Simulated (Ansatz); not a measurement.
Frontier orbitals of CH4InNSe, SMILES `N=[C]([SeH])[InH2]`.

Z-matrix (Å, degrees):
```
C
Se 1 1.916
In 1 2.196 2 115.4
N 1 1.264 2 119.4 3 180.0
H 2 1.473 1 95.6 3 -180.0
H 3 1.717 1 122.7 2 -0.2
H 3 1.726 1 111.0 2 179.9
H 4 1.021 1 111.9 2 -180.0
```

The species carries charge 0 and has multiplicity 1. Correlated methods include outer-core shells of In, Se, which these sets cover unevenly. Scalar relativity is left out up to krypton. In: def2 effective core potential. The structure was optimised at the PBE0-D4/def2-TZVP level. It is one conformer, not always the lowest. Basis def2-TZVPP, the Gaussian-basis code of Ansatz.

| functional | HOMO (eV) | LUMO (eV) |
| --- | --- | --- |
| LC-ωPBE | -9.21 | -0.35 |

(1) Give HOMO and LUMO (eV) with LDA (SPW92), PBE, revPBE, BLYP, r2SCAN, B97M-V, PBE0, B3LYP, r2SCANh, r2SCAN0, HSE06 (plane-wave form), BHLYP, CAM-B3LYP, ωB97X-V, ωB97M-V, HF. (Estimate.)

Results:

(1) The calculation gave: 
| functional | HOMO | LUMO |
| --- | --- | --- |
| LDA (SPW92) | -5.66 | -3.32 |
| PBE | -5.50 | -3.04 |
| revPBE | -5.44 | -2.92 |
| BLYP | -5.39 | -3.00 |
| r2SCAN | -5.72 | -2.85 |
| B97M-V | -5.81 | -3.05 |
| PBE0 | -6.68 | -2.31 |
| B3LYP | -6.49 | -2.59 |
| r2SCANh | -6.16 | -2.59 |
| r2SCAN0 | -6.83 | -2.20 |
| HSE06 (plane-wave form) | -6.28 | -2.67 |
| BHLYP | -7.76 | -1.64 |
| CAM-B3LYP | -7.96 | -1.49 |
| ωB97X-V | -8.90 | -0.49 |
| ωB97M-V | -8.79 | -0.73 |
| HF | -9.21 | 0.19 |

B3LYP here is the variant with VWN-RPA as its local correlation; programs differ in this. LC-ωPBE has ω = 0.4 bohr⁻¹.
